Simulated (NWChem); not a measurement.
Molecule: C$_{4}$H$_{2}$ClF; SMILES C#C/C(=C\F)Cl

```xyz
8

C      2.4131     0.6607     0.0000
C      1.2474     0.3374     0.0000
C     -0.1047    -0.0721     0.0000
Cl    -0.4353    -1.8058     0.0000
C     -1.1550     0.7615     0.0000
F     -0.9842     2.0866     0.0000
H      3.4362     0.9617     0.0000
H     -2.1925     0.4481     0.0000
```
Atoms are numbered in this order, from 1.

Level: B3LYP/6-31G* (spherical d) (NWChem), optimised geometry, unscaled harmonic frequencies. B3LYP is NWChem's, with the RPA form of VWN correlation.

**Question.** List the harmonic frequencies with IR intensities, and the thermochemistry.

**Answer.** 
```csv
frequency (cm⁻¹),IR intensity (km/mol)
138,1.2
245,4.6
252,0.1
289,8.5
430,3.1
500,1.1
545,37.3
612,10.0
664,32.9
777,24.4
860,12.5
1038,138.9
1207,102.6
1370,8.0
1708,44.6
2228,9.1
3253,2.7
3495,68.0
```

```
Quantity                                                                            Value
-----------------------------------------------------------------------  ----------------
zero-point energy                                                           28.0 kcal/mol
thermal correction to the enthalpy at 298.15 K (with zero-point energy)     32.4 kcal/mol
heat capacity Cv                                                         20.7 cal/(mol K)
entropy at 298.15 K and 1 atm (symmetry number 1)                        78.7 cal/(mol K)
dipole moment                                                                      0.51 D
```

Rigid rotor and harmonic oscillator.
